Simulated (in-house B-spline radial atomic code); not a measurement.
In⁸⁺. Computed with a B-spline radial atomic code. Model: all-electron spherical atom, spin shells full or empty, radial basis limit, no spin-orbit coupling, Breit or QED, empty-state partial waves extrapolated as (l+1/2)^-4, RPA, G0W0 and static COHSEX of the highest shell as one setting changes (uncorrelated shells keep exact exchange).

Given: element In; charge 8; filled core Kr; hamiltonian one-electron scalar X2C; mean-field start PBE0; highest l of empty states 9; nuclear rms radius 4.6156 fm; highest mean-field shell 4d up.

Shell: 4d 5 0 (electrons up and down).

```tsv
lowest nl shells left uncorrelated	RPA correlation energy (hartree)	G0W0 level (eV)	G0W0 minus most complete (meV)	COHSEX level (eV)	linearised minus solved G0W0 (meV)
0	-3.153	-158.33	0	-161.49	-5.8
1	-2.9802	-158.33	0.2	-161.49	-5.8
2	-2.7885	-158.33	5.2	-161.48	-5.8
3	-2.2406	-158.31	17.8	-161.49	-5.8
4	-2.0633	-158.3	28	-161.47	-5.7
5	?	?	?	?	?
6	?	?	?	?	?
7	-0.58089	-158.22	116.6	-160.98	-5.5
8	-0.14829	-158.63	-296.4	-160.58	-3.9
```

**Question.** What follows for lowest nl shells left uncorrelated = 5?

**Answer.** RPA correlation energy -1.5439 hartree; G0W0 level -158.27 eV; G0W0 minus most complete 64.1 meV; COHSEX level -161.4 eV; linearised minus solved G0W0 -5.7 meV.

**Question.** What follows for lowest nl shells left uncorrelated = 6?

**Answer.** RPA correlation energy -0.73109 hartree; G0W0 level -158.14 eV; G0W0 minus most complete 189.2 meV; COHSEX level -161.08 eV; linearised minus solved G0W0 -5.6 meV.
